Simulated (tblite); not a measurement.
Compound: C₅H₆N₂Si (charge -1 and doublet state).
Numbering: `[CH:1]#[C:2][SiH2:3][C@@H:4]([C:5]=[N-:6])[N:7]=[CH2:8]` (hydrogens: H9 on C1; H10, H11 on Si3; H12 on C4; H13, H14 on C8)

Structure used (GFN2-xTB), in Å, numbered top down from 1:
```xyz
14
C5H6N2Si angstrom
C      3.5080    0.0610    1.0841
C      2.5510   -0.3557    0.4510
Si     0.8706   -0.5077   -0.2626
C     -0.7706    0.6126    0.1211
C     -0.5770    1.9346   -0.3435
N     -0.3982    3.0130   -0.7096
N     -1.7979   -0.0544   -0.5636
C     -2.5533   -0.8756    0.0962
H      4.4400    0.2448    1.5422
H      0.3516   -1.8027    0.2299
H      1.0009   -0.3856   -1.7221
H     -0.8799    0.6371    1.2256
H     -3.2658   -1.4701   -0.4568
H     -2.4799   -1.0518    1.1764
```

Level: GFN2-xTB in tblite, geometry and Hessian alike; calculated harmonic values, unscaled, isolated species. The method is semi-empirical: single wavenumbers can be off by several per cent or more. Modes of hydrogen on silicon can be 10 to 20 % off. One conformer, not necessarily the lowest. Open shells enter through the occupations alone, without spin polarisation, and single modes of such species can be off by tens of per cent.

Harmonic wavenumbers (cm⁻¹): 44.3, 60.2, 99.3, 126.4, 181.7, 188.2, 225.7, 239.6, 366.1, 370.0, 398.5, 417.2, 505.4, 567.0, 605.6, 631.5, 638.8, 657.5, 701.8, 709.4, 767.8, 938.8, 1040.9, 1094.2, 1162.0, 1282.4, 1415.8, 1534.7, 2031.4, 2072.4, 2155.0, 2334.1, 2698.5, 2823.8, 3042.6, 3300.0.

A = 2399, B = 1099, C = 806.9 MHz; mass 122.030 u (most abundant isotopes); point group C1, symmetry number 1; spin multiplicity 2.

**Question.** What is the zero-point energy?

**Answer.** Half the sum of the wavenumbers: 18714 cm⁻¹ = 223.87 kJ/mol.

**Question.** Give the ideal-gas entropy at 298.15 K and 1 bar in the rigid-rotor, harmonic-oscillator model (classical rotation).

**Answer.** Translation 168.77, rotation 123.02, vibration 134.90, spin (R ln 2) 5.76: S = 432.5 J/(mol K).

**Question.** And Cp and H(298.15 K) − H(0)?

**Answer.** Cp = 164.22 J/(mol K), of which vibrations give 130.96 (their classical limit is 36 R = 299.3); H(298.15 K) − H(0) = 30.89 kJ/mol without the zero-point energy, 20.97 from vibrations.

**Question.** Blend soft modes into free rotors: weight 1/[1 + (100 cm⁻¹/ν̃)⁴] for the oscillator and the rest for a rotor with moment μB/(μ + B), μ = h/(8π²ν), B = 10⁻⁴⁴ kg m². What vibrational entropy results?

**Answer.** 123.59 J/(mol K) in place of 134.90, which changes −T·S at 298.15 K by +3.37 kJ/mol.

**Question.** What must be added to the electronic energy to get the Gibbs energy at 298.15 K and 1 bar?

**Answer.** ZPE + [H(298.15 K) − H(0)] − T·S = 223.87 + 30.89 − 128.94 = 125.82 kJ/mol.

**Question.** Which modes carry the vibrational entropy at 298.15 K?

**Answer.** 44.3 cm⁻¹: 21.16; 60.2 cm⁻¹: 18.62; 99.3 cm⁻¹: 14.51; 126.4 cm⁻¹: 12.55; 181.7 cm⁻¹: 9.67; 188.2 cm⁻¹: 9.40 J/(mol K); the other 30 give 49.00 together.

Hindered rotation and anharmonicity are outside this model. Other conformers, if any are populated, would add a mixing term that is left out. The structure is chiral; the term R ln 2 for an equal mix with its mirror image is left out.
